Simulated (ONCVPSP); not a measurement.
# Varying the ONCV potential for Br (Z = 35)

Base potential:

* Element: Br
* Generator: ONCVPSP 4.0.1
* Type: optimised norm-conserving Vanderbilt (ONCV)
* Functional: PBE
* Relativity: fully relativistic
* Frozen core: [Ar] 3d10
* Valence charge: 7
* Reference configuration: 4s2 4p5
* Partial waves: 4s: rc 1.30 bohr, ncon 3, nbas 6, qcut 5.1 1/bohr, 2 projectors, debl 0.3 Ha; 4p: rc 1.70 bohr, ncon 5, nbas 9, qcut 5.8 1/bohr, 2 projectors, debl 0.6 Ha
* Local potential: polynomial inside 1.25 bohr (lpopt 2, dvloc0 0 Ha)
* Core correction: Teter function, fcfact 5, rcfact 1.7

Open shells are filled in proportion to 2j + 1.

In the s channel the program set the typed energies aside and used -0.740, 0.250 Ha.

Cutoffs, loose and tight: the cutoffs (Ha) at which the residual kinetic energy of the hardest occupied pseudo-wave falls to 1 and 0.1 mHa per electron. They do not see the model core or the augmentation charge, which bear on the density cutoff. Test errors are all-electron minus pseudo excitation energies from the reference, over the configurations 4s2 4p4; 4s2 4p3; 4s2 4p2; 4s2 4p1. A dash means not determined; rows that change the core or the reference have their own tests.

| change | outcome | cutoff, loose | cutoff, tight | bound ghosts | GHOST(+) flags above zero | largest test error (meV) |
| --- | --- | --- | --- | --- | --- | --- |
| base | generated, projector energies reset by the program | 13 Ha | 28 Ha | none | s | -871 |
| s: qcut 3.6 | generated, projector energies reset by the program | 45 Ha | 71 Ha | none | s | -868 |
| local potential polynomial inside 1.25 bohr (lpopt 2, dvloc0 -1.5 Ha) | generated, projector energies reset by the program | 13 Ha | 28 Ha | none | s | -871 |
| scalar-relativistic | generated, projector energies reset by the program | 13 Ha | 28 Ha | none | s | -893 |
| functional LDA (Perdew-Zunger) | generated, projector energies reset by the program | 13 Ha | 34 Ha | none | s | -648 |
| s: rc 1.64 | generated, projector energies reset by the program | 13 Ha | 21 Ha | none | s | -863 |
| local potential polynomial inside 1.10 bohr (lpopt 5, dvloc0 0 Ha) | generated, projector energies reset by the program | 13 Ha | 28 Ha | none | s | -871 |

Q: What comes out with this change to the base: all radii but the core radius scaled by about 1.11 (s 1.44, p 1.88 bohr); local potential polynomial inside 1.38 bohr (lpopt 2, dvloc0 0 Ha)?

A: outcome: generated, projector energies reset by the program; cutoff, loose: 12 Ha; cutoff, tight: 37 Ha; bound ghosts: none; GHOST(+) flags above zero: s; largest test error (meV): -879.

Q: What comes out with this change to the base: p: qcut 3.8?

A: outcome: generated, projector energies reset by the program; cutoff, loose: 23 Ha; cutoff, tight: 79 Ha; bound ghosts: none; GHOST(+) flags above zero: s, p3/2, p1/2; largest test error (meV): -893.
